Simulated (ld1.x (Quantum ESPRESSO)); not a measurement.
# PBE TM dataset for hafnium (Hf), scalar-relativistic all-electron reference.

The input file (ld1.x (Quantum ESPRESSO) 7.5):

```
&input
   title='Hf', zed=72., rel=1, dft='PBE', iswitch=3,
   config='[Xe] 4f14 5d2 6s2 6p0',
   nld=3, rlderiv=4.30, eminld=-2.0, emaxld=5.0, deld=0.02
 /
 &inputp
   pseudotype=2, tm=.true., lloc=1,
   nlcc=.true.,
   file_pseudopw='Hf.UPF', file_wfcaegen='ae.wfc', file_wfcncgen='nc.wfc', file_beta='beta', file_chi='chi'
 /
3
6S  1  0   2.00   0.00  2.25  2.25  0.0
5D  3  2   2.00   0.00  2.05  2.05  0.0
6P  2  1   0.00   0.00  3.95  3.95  0.0
 &test
   configts(1)='5d2 6s2 6p0'
 /
```

Command:

```bash
ld1.x < Hf.in > Hf.out
```

Resulting log (shortened: banner, matrices, multipoles, cross overlaps and the repeated all-electron block are left out):

```
Program LD1 v.7.5
     --------------------------- All-electron run ----------------------------

     Hf
     scalar relativistic calculation

     atomic number is 72.00
     dft =PBE   lsd =0 sic =0 latt =0  beta=0.20 tr2=1.0E-14
     Exchange-correlation= PBE
                           (   1   4   3   4   0   0   0)
     mesh =1271 r(mesh) =  99.31870 a.u. xmin = -7.00 dx = 0.01250
     1 Ry =  13.60569312 eV, c = 137.03599908

     n l     nl                  e(Ry)          e(Ha)          e(eV)
     1 0     1S 1( 2.00)     -4798.6110     -2399.3055    -65288.4286
     2 0     2S 1( 2.00)      -820.6457      -410.3228    -11165.4529
     2 1     2P 1( 6.00)      -720.5158      -360.2579     -9803.1172
     3 0     3S 1( 2.00)      -186.9869       -93.4935     -2544.0869
     3 1     3P 1( 6.00)      -157.0786       -78.5393     -2137.1631
     4 0     4S 1( 2.00)       -37.6716       -18.8358      -512.5485
     4 1     4P 1( 6.00)       -27.8617       -13.9309      -379.0778
     3 2     3D 1(10.00)      -121.7032       -60.8516     -1655.8558
     5 0     5S 1( 2.00)        -4.9256        -2.4628       -67.0155
     5 1     5P 1( 6.00)        -2.6146        -1.3073       -35.5735
     4 2     4D 1(10.00)       -15.1900        -7.5950      -206.6705
     4 3     4F 1(14.00)        -1.2373        -0.6187       -16.8347
     5 2     5D 1( 2.00)        -0.1976        -0.0988        -2.6887
     6 0     6S 1( 2.00)        -0.3754        -0.1877        -5.1082
     6 1     6P 1( 0.00)        -0.1026        -0.0513        -1.3962

     final scf error:  9.5E-15 reached in  28 iterations

     Etot =  -30156.442974 Ry,  -15078.221487 Ha, -410299.308785 eV

     Ekin =   33046.727666 Ry,   16523.363833 Ha,  449623.635342 eV
     Encl =  -74400.522534 Ry,  -37200.261267 Ha,-1012270.677782 eV
     Eh   =   11812.508265 Ry,    5906.254132 Ha,  160717.362466 eV
     Exc  =    -615.156371 Ry,    -307.578186 Ha,   -8369.628810 eV

     normalization and overlap integrals

     s(1S/1S) =  1.000000  <r> =   0.0190  <r2> =    0.0005  r(max) =   0.0120
     s(2S/2S) =  1.000000  <r> =   0.0804  <r2> =    0.0076  r(max) =   0.0679
     s(2P/2P) =  1.000000  <r> =   0.0717  <r2> =    0.0063  r(max) =   0.0556
     s(3S/3S) =  1.000000  <r> =   0.2086  <r2> =    0.0498  r(max) =   0.1917
     s(3P/3P) =  1.000000  <r> =   0.2085  <r2> =    0.0504  r(max) =   0.1893
     s(4S/4S) =  1.000000  <r> =   0.4682  <r2> =    0.2475  r(max) =   0.4375
     s(4P/4P) =  1.000000  <r> =   0.4976  <r2> =    0.2818  r(max) =   0.4599
     s(3D/3D) =  1.000000  <r> =   0.1890  <r2> =    0.0419  r(max) =   0.1550
     s(5S/5S) =  1.000000  <r> =   1.1348  <r2> =    1.4495  r(max) =   1.0109
     s(5P/5P) =  1.000000  <r> =   1.3423  <r2> =    2.0507  r(max) =   1.1599
     s(4D/4D) =  1.000000  <r> =   0.5352  <r2> =    0.3323  r(max) =   0.4716
     s(4F/4F) =  1.000000  <r> =   0.6773  <r2> =    0.5953  r(max) =   0.4542
     s(5D/5D) =  1.000000  <r> =   2.5139  <r2> =    7.9530  r(max) =   1.6876
     s(6S/6S) =  1.000000  <r> =   3.4500  <r2> =   13.5887  r(max) =   2.8888
     s(6P/6P) =  1.000000  <r> =   5.1293  <r2> =   30.7367  r(max) =   4.0484

     ------------------------ End of All-electron run ------------------------

     --------------------- Generating NC pseudopotential ---------------------

      Generating local pot.: lloc=1, matching radius rcloc =   3.9500

      Computing core charge for nlcc:

       r > 1.96 : true rho core
       r < 1.96 : rho core = a sin(br)/r    a=   2.75  b=   1.38

      Integrated core pseudo-charge :   4.97

      Wfc   6S  rcut= 2.278  Using Troullier-Martins method

      Wfc   5D  rcut= 2.061  Using Troullier-Martins method

     ------------------- End of pseudopotential generation -------------------

     Computing logarithmic derivative in   4.28278
     Computing logarithmic derivative in   4.28278
     Computing the partial wave expansion
     R is outside the sphere for l=    0 j= 0.00
       no projector for channel:   1
     R is outside the sphere for l=    2 j= 0.00

     ---------------------- Testing the pseudopotential ----------------------

     Hf
     scalar relativistic calculation

     atomic number is 72.00   valence charge is  4.00
     dft =PBE   lsd =0 sic =0 latt =0  beta=0.20 tr2=1.0E-14
     mesh =1271 r(mesh) =  99.31870 xmin = -7.00 dx = 0.01250

     n l     nl             e AE (Ry)        e PS (Ry)    De AE-PS (Ry)
     3 2     5D   1( 2.00)       -0.19761       -0.19761       -0.00000
     1 0     6S   1( 2.00)       -0.37544       -0.37544       -0.00000
     2 1     6P   1( 0.00)       -0.10262       -0.10262        0.00000

     eps = 1.8E-16  iter =  4

     Etot =  -30156.442974 Ry,  -15078.221487 Ha, -410299.308785 eV
     Etotps =    -9.946862 Ry,      -4.973431 Ha,    -135.333955 eV

     Ekin =       5.019628 Ry,       2.509814 Ha,      68.295525 eV
     Encl =      -8.593282 Ry,      -4.296641 Ha,    -116.917554 eV
     Ehrt =       4.860257 Ry,       2.430128 Ha,      66.127164 eV
     Ecxc =      -6.581942 Ry,      -3.290971 Ha,     -89.551889 eV
     (Ecc =      -4.227136 Ry,      -2.113568 Ha,     -57.513122 eV)
     Epseu=      -4.651523 Ry,      -2.325762 Ha,     -63.287200 eV

     ---------------------- End of pseudopotential test ----------------------
```

Generation and configuration tests took about 3 s on one core of a shared server CPU.
